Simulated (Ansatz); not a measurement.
System: C$_{5}$H$_{5}$Se, charge -1, multiplicity 1. It need not be the lowest isomer of its formula. Whether it binds its extra electron was not tested at this geometry. 
Geometry from a B3LYP-D3(BJ)/def2-TZVP (Ansatz, a quantum-chemistry and plane-wave program) optimisation:
SMILES: Cc1[c-]c[se]c1
```xyz
11

C     -2.8003    -0.8543     0.1787
C     -1.3158    -0.5984     0.1158
C     -0.3645    -1.6802     0.2773
C      0.8937    -1.2601     0.1912
Se     1.0467     0.7476    -0.1361
C     -0.8245     0.6583    -0.0947
H     -3.3836     0.0616     0.0387
H     -3.0753    -1.2957     1.1422
H     -3.1002    -1.5760    -0.5883
H      1.8493    -1.7594     0.2583
H     -1.4098     1.5594    -0.2322
```
Charge -1, spin multiplicity 1.

Basis-set convergence of Hartree-Fock and MP2 correlation energies (hartree) with Ansatz. Valence correlation only, unless marked. No spin-orbit coupling. Frozen are the shells of the preceding noble gas and the d and f shells that filled before the atom's block. No relativistic terms.

The Hartree-Fock reference is unstable (checked in the largest basis), which strains HF and MP2. 

| basis | functions | E(HF) | E(corr, MP2) |
|---|---|---|---|
| aug-cc-pVDZ | 196 | -2591.99885 | -0.84172 |
| aug-cc-pVTZ | 404 | -2592.11528 | -1.00360 |
| aug-cc-pVQZ | 723 | -2592.12890 | -1.05940 |

Extrapolating the two largest sets (X = 3 and 4) as X^-3: E(corr) = (64·(-1.05940) - 27·(-1.00360))/37 = -1.1001 Eh, an estimate of the basis-set limit. The largest set recovers 96.3 % of it, the smallest 76.5 %.
